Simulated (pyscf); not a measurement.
Structures and frequencies: ωB97X-D3(BJ)/def2-SVP in PySCF.

Problem. F–SiH₂–SiH₂• (SMILES F[SiH2][SiH2]) → F–SiH•–SiH₃ (SMILES F[SiH][SiH3])
Surface: doublet. Broken: H–Si. Formed: H–Si. Give ΔE‡ and ΔE from ωB97X-D3(BJ)/def2-TZVP, relative to the reactant's lowest minimum found.

Solution. ΔE‡ = 35.3 kcal/mol, ΔE = +1.6 kcal/mol. CCSD(T)/def2-TZVPP + ΔMP2(QZVPP) gives 34.8 kcal/mol and +2.5 kcal/mol. Zero-point energy shifts the barrier by -1.7 kcal/mol. It is a hydrogen shift, with an imaginary mode of 440i cm⁻¹. One saddle was located; it need not be the lowest between these sides. The CCSD(T) − MP2 part came from Ansatz, without density fitting, on the same reference. A UHF reference is spin-contaminated (<S²> up to 0.87), which harms MP2 most.
